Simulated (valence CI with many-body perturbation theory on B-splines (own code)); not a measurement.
**Missing levels of Hf LVII**

Method: relativistic CI+MBPT: six valence electrons over a frozen Dirac-Fock core [Ne], a basis of 9 s, 9 p, 8 d, 6 f, 3 g, 1 h functions for each j, with the one-electron correlation potential Σ1 (screened to all orders), the two-electron term Σ2, the three-electron term Σ3, Breit, model QED; selected single and double excitations, second order for the rest, scaled by the run's own slope (own B-spline code, finite nucleus).

The last digits are not significant, and no measured levels were compared; by estimate large intervals hold to a few tenths of a per cent, small ones and those within an open d or f shell to about a per cent. Among the levels kept, up to 970 cm⁻¹ of a level comes from second order outside the variational space, and about a tenth of that is noise between levels of different J, which matters for small intervals.

```
                             Level  E (eV)
        (3s^2 3p1/2^2 3p3/2^2) J=2    0.00
        (3s^2 3p1/2^2 3p3/2^2) J=0   19.05
    (3s^2 3p1/2^2 3p3/2 3d3/2) J=2  226.51
    (3s^2 3p1/2^2 3p3/2 3d3/2) J=1  234.59
    (3s^2 3p1/2^2 3p3/2 3d3/2) J=0  234.91
    (3s^2 3p1/2^2 3p3/2 3d3/2) J=3       ?
    (3s^2 3p1/2^2 3p3/2 3d5/2) J=4  301.17
          (3s^2 3p1/2 3p3/2^3) J=1  303.86
    (3s^2 3p1/2^2 3p3/2 3d5/2) J=2       ?
          (3s^2 3p1/2 3p3/2^3) J=2       ?
    (3s^2 3p1/2^2 3p3/2 3d5/2) J=3  325.84
    (3s^2 3p1/2^2 3p3/2 3d5/2) J=1  336.61
        (3s^2 3p1/2^2 3d3/2^2) J=2  462.57
          (3s 3p1/2^2 3p3/2^3) J=2       ?
        (3s^2 3p1/2^2 3d3/2^2) J=0       ?
          (3s 3p1/2^2 3p3/2^3) J=1  500.44
(3s^2 3p1/2 3p3/2^2 3d3/2) J=2 [a]  521.15
    (3s^2 3p1/2 3p3/2^2 3d3/2) J=0  522.47
(3s^2 3p1/2 3p3/2^2 3d3/2) J=1 [a]       ?
(3s^2 3p1/2 3p3/2^2 3d3/2) J=3 [a]  528.92
```

Levels are named by their leading jj configuration (3d3/2^4 stands for four electrons in 3d with j = 3/2), which in mixed levels can hold well under half, so a name can repeat and another be missing. Letters in brackets count levels of one name in rising energy.

(1) The levels stand in rising order. What does the calculation give for the missing energies?

## Answers

(1) (3s^2 3p1/2^2 3p3/2 3d3/2) J=3 235.19; (3s^2 3p1/2^2 3p3/2 3d5/2) J=2 307.13; (3s^2 3p1/2 3p3/2^3) J=2 313.19; (3s 3p1/2^2 3p3/2^3) J=2 480.19; (3s^2 3p1/2^2 3d3/2^2) J=0 485.71; (3s^2 3p1/2 3p3/2^2 3d3/2) J=1 [a] 523.52.
